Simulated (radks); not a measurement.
Sm III, configuration [Xe] 4f6. Calculated with a radial shooting solver on a logarithmic mesh with Libxc functionals: scalar-relativistic Kohn-Sham, PBEsol, spin-unpolarised, spherical densities, point nucleus; hard spherical wall at 15 bohr.

Radial electron density D(r) = 4 pi r^2 rho(r):

r (bohr),D(r) (e/bohr)
0.0009454,3.301
0.001101,4.246
0.001281,5.443
0.001492,6.953
0.001736,8.843
0.002021,11.19
0.002335,13.91
0.002718,17.39
0.003164,21.57
0.003683,26.51
0.004288,32.25
0.004992,38.74
0.005811,45.89
0.006765,53.47
0.007876,61.14
0.009169,68.42
0.01067,74.72
0.01243,79.42
0.01435,81.90
0.01671,82.20
0.01945,80.30
0.02264,77.02
0.02636,73.83
0.03069,72.58
0.03572,74.95
0.04159,81.63
0.04841,91.56
0.05636,101.8
0.06562,108.3
0.07639,107.8
0.08893,100.3
0.1027,90.06
0.1196,82.19
0.1392,82.09
0.162,88.87
0.1886,95.15
0.2196,92.09
0.2556,76.93
0.2976,56.36
0.3465,41.46
0.4033,38.19
0.4696,42.54
0.5466,45.32
0.6364,41.03
0.735,31.94
0.8556,22.07
0.9961,15.41
1.16,12.01
1.35,10.01
1.572,7.941
1.83,5.538
2.13,3.279
2.479,1.620
2.887,0.6629
3.36,0.2246
3.912,0.06322
4.518,0.01618
5.26,0.003310
6.123,0.0005873

D(r) has 4 maxima, at r = 0.0158, 0.0700, 0.196, 0.542 bohr, and minima at 0.0302, 0.130, 0.391 bohr, inside which lie 1.94, 11.18, 29.23 electrons.
